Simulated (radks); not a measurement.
Values are calculated unless marked as measured or tabulated.
The mean radii <r> (bohr) of the occupied orbitals of an atom or ion are listed with their occupations. Code: a radial shooting solver on a logarithmic mesh with Libxc functionals. Model: scalar-relativistic Kohn-Sham, PBEsol, spin-unpolarised, spherical densities, finite nucleus; Fermi nuclear charge, rms radius of each element as measured or else 0.836 A^(1/3) + 0.57 fm.

| orbital | occ. | <r> |
|---|---|---|
| 1s | 2 | 0.03345 |
| 2s | 2 | 0.1457 |
| 2p | 6 | 0.1270 |
| 3s | 2 | 0.4029 |
| 3p | 6 | 0.4031 |
| 3d | 10 | 0.3840 |
| 4s | 2 | 1.003 |
| 4p | 6 | 1.095 |
| 4d | 4 | 1.368 |

Name the element and its charge.

Answer. Z = 44, ruthenium, charge +4: Ru4+ in [Kr] 4d4. The 1s radius gives Z: for a bare nucleus <r> = (2 gamma + 1)/(2Z) with gamma = sqrt(1 - (Z/c)^2), 0.03289 bohr for Z = 44, and screening makes it slightly larger (0.03345 here). The occupations add up to 40, and the charge is Z minus that.
